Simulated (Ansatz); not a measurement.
Calculation: PBE-D3(BJ)/def2-TZVP (Ansatz, a quantum-chemistry and plane-wave program). No frequencies were computed at this level.

Ansatz 0.2 input:
```yaml
crystal:
  periodic: [false, false, false]
  atoms:
    - { symbol: N, position_ang: [1.877367, -0.24108, -0.088184] }
    - { symbol: C, position_ang: [0.744397, -0.096045, 0.004468] }
    - { symbol: N, position_ang: [-0.552884, 0.068586, 0.183462] }
    - { symbol: H, position_ang: [-0.925356, 0.97978, -0.03698] }
    - { symbol: H, position_ang: [-1.143523, -0.711242, -0.062766] }
basis:
  gaussian: { orbitals: def2-tzvp }
hamiltonian:
  xc: pbe
  dispersion: d3bj
relax:
  max_steps: 150
```

Output:

```
Functional definition: PBE
578 factors; their error is unknown
mean field evaluation 1: about -4036.5540 eV, gradient 6.9e1 eV
mean field evaluation 2: about -4019.7075 eV, gradient 1.1e2 eV
mean field evaluation 4: about -4045.4587 eV, gradient 7.3e0 eV
mean field evaluation 8: about -4045.5452 eV, gradient 3.2e-1 eV
mean field evaluation 16: about -4045.5454 eV, gradient 4.9e-6 eV
mean field -4045.54537046 eV, -148.6710501952 hartree, gradient 4.9e-6 eV, S^2 0.000000; 0 other end points of the search recorded, 0 dependent functions left out
reference -4045.54539657 eV, -148.6710511549 hartree; 11, 11 occupied and 94, 94 virtual orbitals, 578 factors
relax step   1: F+E_penalty+E_count = -4045.60557880 eV  Δ(F+E_penalty+E_count) = +0.000e0 eV  max|allowed force component| = 2.697e0 eV/Å  Δτ_max = 0.0000 Å  (26 SCF iters, accepted)
these checks for a lower state are left out or cut short: starts, cluster_reference, orbital_swaps, neighbouring_geometries, increment
578 factors; their error is unknown
mean field -4045.58912185 eV, -148.6726580290 hartree, gradient 1.5e-5 eV, S^2 0.000000; 0 other end points of the search recorded, 0 dependent functions left out
reference -4045.58914809 eV, -148.6726589935 hartree; 11, 11 occupied and 94, 94 virtual orbitals, 578 factors
relax step   2: F+E_penalty+E_count = -4045.64901179 eV  Δ(F+E_penalty+E_count) = -4.343e-2 eV  max|allowed force component| = 2.719e-1 eV/Å  Δτ_max = 0.0277 Å  (32 SCF iters, accepted)
these checks for a lower state are left out or cut short: starts, cluster_reference, orbital_swaps, neighbouring_geometries, increment
578 factors; their error is unknown
mean field -4045.59129003 eV, -148.6727377082 hartree, gradient 1.5e-5 eV, S^2 0.000000; 0 other end points of the search recorded, 0 dependent functions left out
reference -4045.59131630 eV, -148.6727386738 hartree; 11, 11 occupied and 94, 94 virtual orbitals, 578 factors
relax step   3: F+E_penalty+E_count = -4045.65113651 eV  Δ(F+E_penalty+E_count) = -2.125e-3 eV  max|allowed force component| = 1.627e-1 eV/Å  Δτ_max = 0.0081 Å  (32 SCF iters, accepted)
these checks for a lower state are left out or cut short: starts, cluster_reference, orbital_swaps, neighbouring_geometries, increment
578 factors; their error is unknown
mean field evaluation 32: about -4045.6042 eV, gradient 5.9e-3 eV
mean field -4045.59266084 eV, -148.6727880848 hartree, gradient 1.6e-5 eV, S^2 0.000000; 0 other end points of the search recorded, 0 dependent functions left out
reference -4045.59268712 eV, -148.6727890505 hartree; 11, 11 occupied and 94, 94 virtual orbitals, 578 factors
relax step   4: F+E_penalty+E_count = -4045.65251134 eV  Δ(F+E_penalty+E_count) = -1.375e-3 eV  max|allowed force component| = 8.931e-2 eV/Å  Δτ_max = 0.0160 Å  (31 SCF iters, accepted)
these checks for a lower state are left out or cut short: starts, cluster_reference, orbital_swaps, neighbouring_geometries, increment
578 factors; their error is unknown
mean field -4045.59301192 eV, -148.6728009866 hartree, gradient 1.6e-5 eV, S^2 0.000000; 0 other end points of the search recorded, 0 dependent functions left out
reference -4045.59303816 eV, -148.6728019511 hartree; 11, 11 occupied and 94, 94 virtual orbitals, 578 factors
relax step   5: F+E_penalty+E_count = -4045.65291267 eV  Δ(F+E_penalty+E_count) = -4.013e-4 eV  max|allowed force component| = 2.152e-2 eV/Å  Δτ_max = 0.0100 Å  (32 SCF iters, accepted)
these checks for a lower state are left out or cut short: starts, cluster_reference, orbital_swaps, neighbouring_geometries, increment
578 factors; their error is unknown
mean field -4045.59302006 eV, -148.6728012857 hartree, gradient 1.6e-5 eV, S^2 0.000000; 0 other end points of the search recorded, 0 dependent functions left out
reference -4045.59304631 eV, -148.6728022504 hartree; 11, 11 occupied and 94, 94 virtual orbitals, 578 factors
relax step   6: F+E_penalty+E_count = -4045.65292184 eV  Δ(F+E_penalty+E_count) = -9.172e-6 eV  max|allowed force component| = 1.367e-2 eV/Å  Δτ_max = 0.0008 Å  (33 SCF iters, accepted)
these checks for a lower state are left out or cut short: starts, cluster_reference, orbital_swaps, neighbouring_geometries, increment
578 factors; their error is unknown
mean field -4045.59302296 eV, -148.6728013924 hartree, gradient 1.6e-5 eV, S^2 0.000000; 0 other end points of the search recorded, 0 dependent functions left out
reference -4045.59304921 eV, -148.6728023571 hartree; 11, 11 occupied and 94, 94 virtual orbitals, 578 factors
relax step   7: F+E_penalty+E_count = -4045.65292366 eV  Δ(F+E_penalty+E_count) = -1.824e-6 eV  max|allowed force component| = 6.919e-4 eV/Å  Δτ_max = 0.0003 Å  (33 SCF iters, accepted)
578 factors; their error is unknown
mean field evaluation 64: about -4045.5930 eV, gradient 1.6e-5 eV
mean field -4045.59302296 eV, -148.6728013924 hartree, gradient 1.6e-5 eV, S^2 0.000000; 1 other end points of the search recorded, 0 dependent functions left out
reference -4045.59304921 eV, -148.6728023571 hartree; 11, 11 occupied and 94, 94 virtual orbitals, 578 factors
Total energy: -4045.65294991 eV, -148.6750036673 hartree
Atom 0 at     1.903584    -0.244149    -0.102519 Å, force    -0.000342     0.000054    -0.000398 eV/Å
Atom 1 at     0.750235    -0.097067     0.015025 Å, force     0.000306    -0.000057     0.000692 eV/Å
Atom 2 at    -0.566788     0.069760     0.223098 Å, force    -0.000218     0.000032    -0.000197 eV/Å
Atom 3 at    -0.934900     0.977208    -0.054980 Å, force     0.000170     0.000325    -0.000044 eV/Å
Atom 4 at    -1.152131    -0.705754    -0.080623 Å, force     0.000083    -0.000354    -0.000053 eV/Å
Dipole moment:    -0.949199     0.124281    -0.115545 e Å
```

Cost: around 10 core-seconds (rough).
